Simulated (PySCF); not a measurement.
## Static response to an electric field

C7H13FO2.
Geometry (PBE0-D3(BJ)/def2-SVP, Å), atoms numbered from 1 in this order:
```xyz
23
C7H13FO2 angstrom
C     -3.363    0.932    0.256
C     -2.154    0.032    0.064
C     -0.875    0.804   -0.222
C      0.343   -0.085   -0.334
O      0.546   -0.730    0.905
C      1.651   -1.595    0.883
C      2.900   -0.825    0.510
O      2.712   -0.168   -0.721
C      1.612    0.676   -0.703
F      1.495    1.186   -1.952
H     -4.275    0.348    0.450
H     -3.219    1.616    1.109
H     -3.548    1.553   -0.635
H     -2.341   -0.675   -0.764
H     -1.995   -0.587    0.962
H     -0.693    1.538    0.583
H     -0.970    1.375   -1.160
H      0.196   -0.841   -1.136
H      1.744   -2.035    1.888
H      1.488   -2.414    0.155
H      3.133   -0.091    1.307
H      3.766   -1.493    0.390
H      1.778    1.515    0.008
```

Level: PBE0/def2-SVPD (PySCF), static field, nuclei fixed, core orbitals frozen in the response. The polarisability tensor in these axes (au):

```
x   105.07  -7.94   1.88
y    -7.94  88.80  -4.17
z     1.88  -4.17  83.93
```

Question: Give the principal values, the mean and the anisotropy Δα = √{½[(α1 − α2)² + (α2 − α3)² + (α1 − α3)²]}.

Answer: Principal values 81.23, 87.82 and 108.75 au; mean 92.60 au = 13.72 Å³ = 15.27 × 10⁻⁴⁰ C²·m²/J; Δα = 24.89 au (27 % of the mean).

Question: What is the dipole moment, and where does it point?

Answer: (-0.09, -1.03, 1.78) D, 2.06 D in size, pointing from the negative to the positive side. Measured along this direction, the outermost atoms are F10 at the negative end and H19 at the positive end.

Question: In a dilute gas of rigid molecules at 250 K, how does the orientational term μ²/3kT compare with the electronic polarisability?

Answer: In Gaussian units μ²/3kT = 40.88 Å³ against 13.72 Å³, a ratio of 2.98; the Debye molar polarisation (4π/3)N_A(α + μ²/3kT) is 137.7 cm³/mol, leaving out the vibrational part.

Question: Find the Langevin capture rate constant for NO+ (29.998 u) meeting this molecule (148.090 u), k = 2.342 × 10⁻⁹ cm³/s × √(α in Å³ / reduced mass in u).

Answer: The reduced mass is 24.94 u, so k = 1.74 × 10⁻⁹ cm³/s. The formula leaves out the permanent dipole, which adds to the capture rate.

Question: Form Σ f/ω² (atomic units) for the 10 lowest TDDFT singlets, given as eV and f, and set it beside the mean polarisability, which is this sum over all singlets: 6.97, 0.0176; 7.10, 0.0681; 7.39, 0.0113; 7.72, 0.0153; 7.83, 0.0079; 8.02, 0.0023; 8.21, 0.0067; 8.35, 0.0236; 8.38, 0.0068; 8.45, 0.0014.

Answer: They add up to 2.14 au, 2.3 % of the 92.60 au; the largest single term is 1.00 au, from the state at 7.10 eV. Terms in order: 0.27, 1.00, 0.15, 0.19, 0.10, 0.03, 0.07, 0.25, 0.07, 0.01 au. Higher excitations give the rest. The strengths listed sum to 0.161.

Question: What molar refraction does this α imply?

Answer: Lorentz–Lorenz: R = (4π/3)N_A α = 2.5225 cm³/(mol·Å³) × 13.72 Å³ = 34.6 cm³/mol, in the limit of long wavelengths.

Isolated species at its PBE0-D3(BJ)/def2-SVP geometry (one conformer only).
